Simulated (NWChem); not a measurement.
SiH2Cl, doublet; SMILES [SiH2]Cl

Results from NWChem. Pople sets run with spherical d functions. Spin-unrestricted. In the optimisation the excess spin sits in a' (Cs, its own frame). No stability test was run on the SCF state. Each level has its own optimisation; frequencies are unscaled.

For level B3LYP/6-31G*:

| Quantity | Result |
|---|---|
| r Cl–Si (Å) | 2.082 |
| highest harmonic frequency (cm⁻¹) | 2242 |
| lowest (cm⁻¹) | 530 |
| dipole (D) | 1.64 |

**Question.** How do the values read with level UHF/3-21G instead?

**Answer.** 
| Item | Result |
|---|---|
| r Cl–Si (Å) | 2.196 |
| highest harmonic frequency (cm⁻¹) | 2330 |
| lowest (cm⁻¹) | 470 |
| dipole (D) | 3.56 |
